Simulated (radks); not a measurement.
The numbers below are computed, except where a source is named.
All-electron atom: F V in [He] 2s2 2p1 (the NIST ground configuration). Code: a radial shooting solver on a logarithmic mesh with Libxc functionals. Model: scalar-relativistic Kohn-Sham, r2SCAN, spin-polarised, spherical densities, finite nucleus; open shells are filled with parallel spins first; meta-GGA in the generalised Kohn-Sham scheme; Fermi nuclear charge, rms radius 2.8976 fm.

Normalised radial functions P(r) = r R(r), r in bohr:

r          1s up  1s down   2p up
0.006127  0.3022   0.3027  0.0011
0.008303  0.4013   0.4021  0.0020
0.01116   0.5255   0.5265  0.0035
0.01501   0.6822   0.6835  0.0063
0.02018   0.8750   0.8767  0.0110
0.02735   1.1114   1.1135  0.0196
0.03677   1.3728   1.3753  0.0340
0.04943   1.6476   1.6507  0.0580
0.06646   1.9035   1.9068  0.0974
0.09007   2.0935   2.0970  0.1616
0.1211    2.1443   2.1473  0.2567
0.1628    2.0071   2.0090  0.3915
0.2189    1.6672   1.6670  0.5665
0.2967    1.1678   1.1651  0.7762
0.3989    0.6666   0.6626  0.9729
0.5363    0.2913   0.2858  1.0961
0.721     0.0893   0.0878  1.0717
0.9694    0.0169   0.0164  0.8675
1.314     0.0016   0.0015  0.5382
1.766     0.0001   0.0001  0.2413
2.375     0.0000   0.0000  0.0699

1s up: eigenvalue -784.32 eV, 0 radial nodes, <r> = 0.176 bohr, 90 % of the charge inside 0.314 bohr. 1s down: eigenvalue -782.51 eV, 0 radial nodes, <r> = 0.175 bohr, 90 % of the charge inside 0.313 bohr. 2p up: eigenvalue -100.97 eV, 0 radial nodes, <r> = 0.770 bohr, 90 % of the charge inside 1.26 bohr.
